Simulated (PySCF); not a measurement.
# A search over the determinants of AsH

Unrestricted PBE0; PySCF, no relativity, basis sets As 6-31G(d,p), H 6-31G(d,p). Outer shells of the fragments: As 3d10 4s2 4p3; H 1s1.

Followed along the bond (rough minima from three points):

```tsv
2Ms+1	unpaired	⟨S²⟩ at the start	R at minimum (Å)	Te (eV)
3	π ↑↑	2.01	1.53	0.00
1	π ↑↓	1.01	1.53	0.39
1	none	0.00	1.53	1.52
5	σ ↑↑, π ↑↑	6.00	none in the scan	≤ 6.18
```

Solutions found at the starting distance of 1.495 Å, counted from the lowest of them; the search is not exhaustive and high or unbound solutions are not listed, so other states can lie among these:

| 2Ms+1 | unpaired | term | E (eV) | ⟨S²⟩ | ⟨Lz²⟩ | μ (D) |
| --- | --- | --- | --- | --- | --- | --- |
| 3 | π ↑↑ | ³Σ⁻ | 0.00 | 2.01 | 0.00 | 0.52 |
| 1 | π ↑↓ | mixed | 0.39 | 1.01 | 2.01 | 0.52 |
| 1 | none | mixed | 1.51 | 0.00 | 2.00 | 0.55 |
| 3 | σ ↑, π ↑ | ³Π | 3.83 | 2.01 | 1.01 | 0.95 |
| 1 | σ ↓, π ↑ | mixed | 4.21 | 1.02 | 1.00 | 1.10 |
| 3 | σ ↑, π ↑ | ³Π | 6.62 | 2.00 | 1.00 | 0.33 |
| 1 | σ ↓, π ↑ | mixed | 6.89 | 1.01 | 1.01 | 0.40 |
| 5 | σ ↑↑, π ↑↑ | ⁵Σ⁻ | 7.08 | 6.00 | 0.00 | 0.53 |
| 3 | σ ↑↑, π ↑↓ | mixed | 8.15 | 3.01 | 2.02 | 0.70 |
| 1 | σ ↓↓, π ↑↑ | mixed | 8.44 | 2.00 | 0.00 | 0.81 |

A term symbol is given only where ⟨S²⟩ and ⟨Lz²⟩ are close to those of a pure state; real π, δ and φ orbitals otherwise mix terms. A positive dipole means As(−)H(+).

Spin–orbit coupling is left out. Counting both spins, an empty level lies below a filled one in some of these solutions, because spin and occupation are held.
